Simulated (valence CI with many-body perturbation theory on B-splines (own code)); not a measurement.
**Sc IX: what the settings do**

Computed by valence CI with perturbative core correlation (CI+MBPT): three valence electrons over a frozen Dirac-Fock core [Ne], radial functions for each j: 6 s, 6 p, 5 d, 3 f, 1 g, with the one-electron correlation potential Σ1 (screened to all orders), the two-electron term Σ2, the three-electron term Σ3, Breit, model QED; selected single and double excitations, second order for the rest, scaled by the run's own slope (own B-spline code, finite nucleus).

No measured levels were compared; by estimate levels of excited configurations hold to 0.05 to 0.15 % of their energy, terms of the ground configuration to about 0.5 %.

The reference run has the lowest level 3s2.3p 2P°_1/2 and an ionisation energy of 180.731 eV. Its largest variational space holds 3064 state functions.

Names give the largest LS component (configuration and term), which can be under half, so a name can repeat, a term be missing and a line seem to break the LS rules; names also repeat where a configuration has a term twice.

Changed runs:
A. highest l with Σ1, explicit Σ2 and valence Breit (higher l get mean screening factors) 3 → 1
B. orbitals per symmetry with explicit Σ2 and valence Breit (the others get mean screening factors) 5 → 1
C. core polarisation of operators on → off
D. logarithmic knot step 0.27 → 0.8 (bad on purpose)

Excitation energies of the reference run in cm⁻¹, and shifts in cm⁻¹:

```
                 Level  Reference       A        B  C        D
        3s2.3p 2P°_3/2       5768    +0.8     +1.3  0     -0.5
         3s.3p2 4P_1/2     144806    -176     +0.4  0     -156
         3s.3p2 4P_3/2     146955    -175     +0.7  0     -157
         3s.3p2 4P_5/2     150089    -174     +0.8  0     -157
         3s.3p2 2D_3/2     191647    +213     -2.3  0     -136
         3s.3p2 2D_5/2     192026    +214     -2.6  0     -136
         3s.3p2 2S_1/2     240779    +125      -12  0     -160
         3s.3p2 2P_1/2     256210    +513      +13  0     -172
         3s.3p2 2P_3/2     259537    +530      +15  0     -173
         3s2.3d 2D_3/2     314166   -4360      -26  0      +36
         3s2.3d 2D_5/2     314522   -4397      -24  0      +36
           3p3 2D°_3/2     374256    +177     +0.4  0     -258
Ionisation energy (eV)    180.731  -0.058  +0.0041  0  +0.0022
```

No effect on these energies: C.
